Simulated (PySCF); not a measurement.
An unknown shows these calculated signals:

$^{1}$H NMR (400 MHz, computed): δ 6.46 (m, 1H), 6.27 (m, 1H), 6.15 (m, 1H).

$^{13}$C{$^{1}$H} NMR (computed): δ 147.4 (CH2), 122.5 (CH), 112.0 (C), 83.5 (C), 80.1 (C), 68.2 (C), 63.6 (C).

Calculated, not measured (PySCF 2.14): geometry from PBE0-D3(BJ)/def2-TZVP, shielding tensors at B97-2/pcSseg-2 (GIAO). One computed conformer, non-relativistic Hamiltonian, no solvent.

References, each an isolated molecule treated in the same way: TMS for $^{1}$H (31.64 ppm) and $^{13}$C (185.38 ppm).

Which of these does the molecule contain: a (CH3)2CH unit, a non-aromatic C=C double bond, a CH3CH2 unit, an ester, a C≡C triple bond, a vinyl group CH=CH2?

Answers


- A (CH3)2CH unit: no.
- A non-aromatic C=C double bond: yes.
- A CH3CH2 unit: no.
- An ester: no.
- A C≡C triple bond: yes (δC 80.1, 83.5).
- A vinyl group CH=CH2: yes (δC 147.4, 122.5; δH 6.46 (m), 6.27 (m), 6.15 (m)).

The data belong to SMILES C=CC#CC#CC#N, C$_{7}$H$_{3}$N; they needn't prove each group on their own.

Carbon signals by region: 3 in the sp2 and nitrile region (100–160 ppm), 4 at 50–100 ppm.

Shifts are as computed. Against solution values, carbons near 30 ppm lie about +3 ppm off and those near 130 ppm about +7 ppm. Of 1211 compounds with measured shifts, 218 miss one by over three times the rms of a fit or turn the order of signals round; such compounds aren't used in these exercises. Multiplicities follow the n + 1 count of equivalent neighbours, as no J values were calculated; m marks all less simple cases, F and P coupling included.
